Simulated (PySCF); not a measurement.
Dipole moment (D) of eight silicon and germanium compounds: PBE beside HF, computed with PySCF for isolated molecules in the bases named; differences from unrounded values. The eight are the first of their class met in an unordered collection, after screening for sound electronic states; none was chosen by its value, except that the dipole had to exceed 0.05 D. Each molecule has one DFT geometry for both levels.

```csv
molecule,basis,HF,PBE,difference
"N-silylprop-2-yn-1-amine (C3H7NSi), SMILES N([SiH3])CC#C",def2-TZVP,0.80,0.83,0.03
"C2H6GeN2, SMILES [NH2][Ge@H]1[CH]=N[CH2]1",def2-TZVP,2.71,2.36,-0.35
"C3H12N2Si, SMILES N[SiH](N)C(C)C",def2-TZVP,0.25,0.30,0.05
"Si(H)(Me)2(NH2) (C₂H₉NSi), SMILES N[SiH](C)C",def2-TZVP,1.24,1.21,-0.02
"Se(SH)(OSiH3) (H4OSSeSi), SMILES O([SiH3])[Se]S",def2-TZVP,0.62,0.54,-0.08
"C₂H₁₂N₂Si₂, SMILES C[Si@H](CN)N[SiH3]",def2-TZVP,0.74,0.66,-0.08
"Si(H)2(NCO)(OMe) (C2H5NO2Si), SMILES CO[SiH2]N=C=O",def2-TZVP,3.54,2.98,-0.56
"C2H9FSi3, SMILES C[Si]1(F)[SiH2]C[SiH2]1",def2-TZVP,1.33,1.14,-0.19
```

PBE lies below HF in 6 and above it in 2 of the eight; the mean signed difference is -0.15 and the largest -0.56 D.
